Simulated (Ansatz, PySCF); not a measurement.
TeBr4, SMILES [Te](Br)(Br)(Br)Br. Atoms are numbered in the order given.

```xyz
5

Te     0.0000     0.0000     0.5595
Br     1.9243     0.0000    -1.0351
Br     0.0000     2.6274     0.6405
Br    -1.9243     0.0000    -1.0351
Br     0.0000    -2.6274     0.6405
```

The structure is a stationary point at PBE0-D3(BJ)/def2-SVP. The def2 effective core potentials stand for the cores of Te; spin–orbit coupling is left out.

Two levels are set side by side: PBE-D3(BJ)/def2-SVP (Ansatz, a program for electronic structure) and PBE0-D3(BJ)/def2-SVP (Ansatz). Each level has its own optimised geometry; the coordinates shown are those of the second. Frequencies come from the Hessian of PySCF at each geometry. Differences are taken from unrounded values.

```tsv
quantity	PBE0-D3(BJ)	PBE-D3(BJ)	PBE-D3(BJ) minus PBE0-D3(BJ)
mean bond length (Å)	2.564	2.604	0.040
bond Te1–Br2 (Å)	2.499	2.550	0.051
bond Te1–Br3 (Å)	2.629	2.658	0.030
bond Te1–Br4 (Å)	2.499	2.550	0.051
bond Te1–Br5 (Å)	2.629	2.658	0.030
highest harmonic wavenumber (cm⁻¹)	256	234	-22
mean harmonic wavenumber (cm⁻¹)	147	130	-17
zero-point energy (kcal/mol)	1.89	1.67	-0.22
```

Exact exchange shortens and stiffens bonds; PBE has none. Differences between two approximate levels are no errors against the true value.
